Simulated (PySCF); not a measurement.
Delta-SCF ions had no search for a lower state. Excitations are Tamm–Dancoff values on a coarser integration grid. The basis has no diffuse functions, so Rydberg states are missing or too high.

Cartesian coordinates (Å):
```xyz
21

B      3.9487    -0.0221    -0.0367
C      2.4138    -0.0384     0.0376
C      1.6405    -0.4851     1.1377
C      0.2799    -0.3471     0.8351
C     -0.7870    -0.6782     1.6636
C     -2.1555    -0.5600     1.4090
C     -2.8041    -0.0861     0.2738
C     -2.2838     0.4061    -0.9332
O     -3.2359     0.7818    -1.8234
C     -0.9365     0.5361    -1.2792
C      0.2051     0.2231    -0.5458
C      1.5243     0.3905    -0.9814
H      4.6115    -0.4157     0.8968
H      4.5108     0.3844    -1.0291
H      2.0381    -0.8755     2.0748
H     -0.5143    -1.0846     2.6433
H     -2.8174    -0.8859     2.2158
H     -3.8978    -0.0865     0.3000
H     -2.8177     1.1084    -2.6266
H     -0.7431     0.9465    -2.2794
H      1.8205     0.7883    -1.9525
```
Charge 0, multiplicity 1.

Give the dipole moment, vertical ionisation energy (Delta-SCF), HOMO, HOMO–LUMO gap, total energy, S1 oscillator strength, S1–T1 gap (TDA) and T1 excitation (TDA) at the level PBE-D3(BJ)/def2-TZVP // PBE0-D3(BJ)/def2-SVP (PySCF).


```
Property                                      Result
--------------------------------------  ------------
dipole moment                                 3.28 D
vertical ionisation energy (Delta-SCF)       7.17 eV
HOMO                                        -4.87 eV
HOMO–LUMO gap                                1.30 eV
total energy                            -13226.82 eV
S1 oscillator strength                         0.018
S1–T1 gap (TDA)                              0.56 eV
T1 excitation (TDA)                          1.16 eV
```
